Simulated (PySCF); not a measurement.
C$_{3}$H$_{7}$S (SMILES [CH2]SCC), doublet, at a GFN2-xTB geometry, atoms displaced at random by about 0.03 Å a coordinate. Base run: PySCF with TPSS/6-31G, gradient.

The PySCF input:
```python
from pyscf import gto, scf, dft

mol = gto.Mole()
mol.atom = '''
    C     1.53491244   -0.38015141    0.48382909
    S     0.61284501    0.05185970   -0.77070571
    C    -0.94584317    0.69089543    0.11223975
    C    -1.59459760   -0.44483740    0.80148080
    H     2.48200777   -0.89859725    0.19797573
    H     1.59215196    0.17766144    1.38077936
    H    -0.45599278    1.46326774    0.78633708
    H    -1.51761529    1.23652704   -0.68549753
    H    -0.97047762   -0.95454164    1.50933937
    H    -2.49695106    0.06216841    1.36624324
    H    -1.94206490   -1.15218090    0.09372335
'''
mol.basis = '6-31g'
mol.spin = 1
mol.verbose = 4
mol.build()

mf = dft.UKS(mol)
mf.xc = 'tpss'
mf.kernel()
g = mf.nuc_grad_method()
grad = g.kernel()
```

The coordinate followed is z of atom 11.

Each row names what was changed in the base input (with any setting that the change needs).

| change | dE/dx (Eh/bohr) | net force (Eh/bohr) |
|---|---|---|
| base | 0.014969 | 0.000022 |
| finite difference step (bohr) = 1e-5; conv_tol = 1e-11 | 0.014970 | - |
| grids.level = 0; grid_response = off | 0.016057 | 0.018508 |
| finite difference step (bohr) = 0.01; conv_tol = 1e-11 | 0.014974 | - |
| grids.level = 0; grid_response = on | 0.015647 | 0.000000 |
| finite difference step (bohr) = 1e-3; conv_tol = 1e-11 | 0.014970 | - |
| grids.level = 1; grid_response = on | 0.014942 | 0.000000 |
| conv_tol = 1e-6 | 0.014951 | 0.000022 |
| finite difference step (bohr) = 0.2; conv_tol = 1e-11 | 0.016391 | - |
| density fitting = on; auxbasis_response = off | 0.014987 | 0.001210 |
| grids.level = 1; grid_response = off | 0.014967 | 0.000137 |
| grids.level = 5; grid_response = on | 0.014970 | 0.000000 |

The net force is zero for an exact gradient.

Open shells are given as the SCF converged; they aren't shown to be the lowest states, and a large step between rows can be another state.
